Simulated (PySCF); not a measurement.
Run times: hafnium in x2c-SVPall-2c with one added diffuse shell each of s, d type

Measured wall times of calculations with PySCF 2.14 in x2c-SVPall-2c with one added diffuse shell each of s, d type (8s9p10d2f, 99 functions), with two-component X2C-1e, run from one Python driver. Hardware: 1 thread of Neoverse-V1 on a shared host, 1.3 GiB allowed. The two-electron integrals over 99 functions were computed once and kept in memory (12 CPU seconds with the set-up); the times below exclude them.

Launch command (the driver calls PySCF for each step listed in the task file):

```bash
OMP_NUM_THREADS=1 python sorun2.py TASK.json OUT
```

```json
{"species": "Hf²⁺ [Xe] 4f14 5d2", "step": "GHF, spin-free", "iterations": "7", "wall time (s)": "4.5"}
{"species": "Hf²⁺ [Xe] 4f14 5d2", "step": "GMP2 (10 electrons), spin-free", "iterations": "", "wall time (s)": "1.8"}
{"species": "Hf²⁺ [Xe] 4f14 5d2", "step": "GHF, screened spin-orbit", "iterations": "12", "wall time (s)": "11"}
{"species": "Hf²⁺ [Xe] 4f14 5d2", "step": "GMP2 (10 electrons), screened spin-orbit", "iterations": "", "wall time (s)": "0.4"}
{"species": "Hf²⁺ [Xe] 4f14 5d1 6s1", "step": "GHF, spin-free", "iterations": "11", "wall time (s)": "6.1"}
{"species": "Hf²⁺ [Xe] 4f14 5d1 6s1", "step": "GMP2 (10 electrons), spin-free", "iterations": "", "wall time (s)": "0.4"}
{"species": "Hf²⁺ [Xe] 4f14 5d1 6s1", "step": "GHF, screened spin-orbit", "iterations": "11", "wall time (s)": "11"}
{"species": "Hf²⁺ [Xe] 4f14 5d1 6s1", "step": "GMP2 (10 electrons), screened spin-orbit", "iterations": "", "wall time (s)": "0.4"}
```

Peak memory of the process: 0.46 GiB. Times on a shared host vary from run to run.
